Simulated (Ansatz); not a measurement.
A nudged elastic band was laid between two geometries of H$_{4}$O$_{3}$Si (8 atoms, charge 0, multiplicity 1).

Computed with Ansatz, RKS PBE-D4/def2-SVP.

```yaml
movable_images: 9
climbing_image: yes
spring: 5.0 eV/Å²
optimiser: quadratic models (default)
start_path: through a guess of the saddle point
force_threshold: 0.05 eV/Å
iteration_limit: 60
end_points: relaxed
```

Image 0:

```xyz
8
Properties=species:S:1:pos:R:3
Si -0.045 -0.115 0.403
H 0.105 0.129 1.869
O 1.393 -0.663 -0.265
H 2.193 -0.190 0.023
O -0.584 1.344 -0.193
H -0.935 1.297 -1.101
O -1.154 -1.296 0.002
H -0.743 -2.155 -0.198
```

Image 10:

```xyz
8
Properties=species:S:1:pos:R:3
Si -0.927 0.101 0.657
H 1.651 -0.346 1.543
O 1.386 0.065 0.696
H 1.227 -0.703 0.091
O -0.971 1.372 -0.448
H -0.700 1.116 -1.352
O -0.559 -1.193 -0.478
H -0.877 -2.061 -0.169
```

**Question.** What changes between the two ends?

**Answer.** Bonds broken: Si1–H2, Si1–O3. Bonds formed: H2–O3. H4O3Si becomes H2O + H2O2Si.

**Question.** Give the energies along the band, and the barrier.

**Answer.** The forces met the threshold. The highest image is number 5 of 0 to 10, 276.4 kJ/mol above the first end and 92.2 kJ/mol above the last; the last end lies 184.2 kJ/mol above the first. The profile has 5 maxima (images 1, 3, 5, 7, 9) with wells between them (images 2, 4, 6, 8): this band takes more than one step, which may be the mechanism or a detour left from its start path. Neighbouring images differ by up to 2.8 eV, so the band resolves the path poorly. A vibrational analysis at the climbing image gives one clearly imaginary mode, 1260i cm⁻¹: a first-order saddle point. The orbitals stay closed-shell, which can raise the energy where a bond breaks towards radicals; this wasn't checked here.

```
image  path coordinate (Å)  energy (kJ/mol)  Si1–H2 (Å)  Si1–O3 (Å)  H2–O3 (Å)
    0                 0.00              0.0        1.49        1.68       2.62
    1                 1.38             10.6        1.50        1.66       2.60
    2                 2.76              1.4        1.49        1.67       2.51
    3                 4.14              6.5        1.49        1.66       2.53
    4                 5.52              1.9        1.49        1.67       2.57
    5                 6.91            276.4        1.63        1.93       1.33
    6                 7.80            184.4        2.47        2.33       0.98
    7                 8.69            189.8        2.62        2.18       0.98
    8                 9.59            186.6        2.73        2.29       0.98
    9                10.48            201.6        2.61        2.15       0.98
   10                11.37            184.2        2.76        2.31       0.98
```

**Question.** What is the geometry of the highest image?

**Answer.** 
```xyz
8
Properties=species:S:1:pos:R:3
Si -0.356 -0.078 0.536
H 0.962 0.236 1.440
O 1.550 0.072 0.260
H 1.909 -0.845 0.262
O -1.069 0.753 -0.746
H -1.157 1.712 -0.603
O -0.610 -1.693 0.140
H -0.999 -1.805 -0.750
```

The band took 54 iterations and of the order of 13 core-minutes.

Run time: 13 min on 1 thread of Arm Neoverse V2 (shared host), peak memory 0.14 GiB.
